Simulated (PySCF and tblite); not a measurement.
Values are calculated unless marked as measured or tabulated.
Stationary points of C₇H₆F (charge +1) at GFN2-xTB, in Å:

Structure A

```
 1 C     0.777    2.609    0.613
 2 C     0.419    1.470    0.409
 3 C    -0.071    0.185    0.192
 4 C     0.796   -0.872   -0.203
 5 C     2.124   -0.697   -0.375
 6 C    -1.486    0.008    0.393
 7 C    -2.199   -1.128    0.251
 8 F    -2.131    1.113    0.763
 9 H     1.102    3.598    0.787
10 H     0.360   -1.847   -0.367
11 H     2.601    0.259   -0.220
12 H     2.758   -1.518   -0.674
13 H    -3.262   -1.109    0.439
14 H    -1.765   -2.067   -0.044
```

Structure B

```
 1 C     0.442    2.580   -0.109
 2 C     0.283    1.379   -0.004
 3 C     0.017    0.037    0.166
 4 C     0.971   -0.991    0.000
 5 C     2.272   -0.748   -0.304
 6 C    -1.373   -0.307    0.586
 7 C    -2.371   -0.572   -0.231
 8 F    -1.489   -0.326    1.922
 9 H     0.592    3.623   -0.200
10 H     0.624   -2.005    0.157
11 H     2.645    0.256   -0.457
12 H     2.982   -1.557   -0.391
13 H    -3.341   -0.822    0.165
14 H    -2.254   -0.548   -1.299
```

Structure C

```
 1 C     0.289    2.303   -0.553
 2 C     0.134    1.154   -0.205
 3 C    -0.010   -0.173    0.194
 4 C     1.121   -1.018    0.373
 5 C     2.394   -0.606    0.175
 6 C    -1.333   -0.684    0.426
 7 C    -2.481    0.012    0.290
 8 F    -1.391   -1.958    0.805
 9 H     0.413    3.306   -0.857
10 H     0.921   -2.036    0.685
11 H     2.630    0.401   -0.135
12 H     3.222   -1.282    0.324
13 H    -3.429   -0.465    0.488
14 H    -2.481    1.045   -0.015
```

Geometries: GFN2-xTB; energies: PBE0/pcSseg-1 + D3(BJ), IEF-PCM chloroform; zero-point and thermal terms from GFN2-xTB harmonic modes (soft modes blended into free rotors).

Q: Which structure is a saddle point, and along which motion?

A: B: one imaginary mode (245i cm⁻¹ at GFN2-xTB, mostly on F8, C4, C7), along the rotation about the C6–C3 bond (torsion C7–C6–C3–C2 from 0° to 180°, rising).

Q: Give their symmetry and energies above the lowest.

A: A Cs, 1.8 kcal/mol; B C1, 16.8 kcal/mol; C Cs, 0.0 kcal/mol.

The ion is treated without a counter-ion.
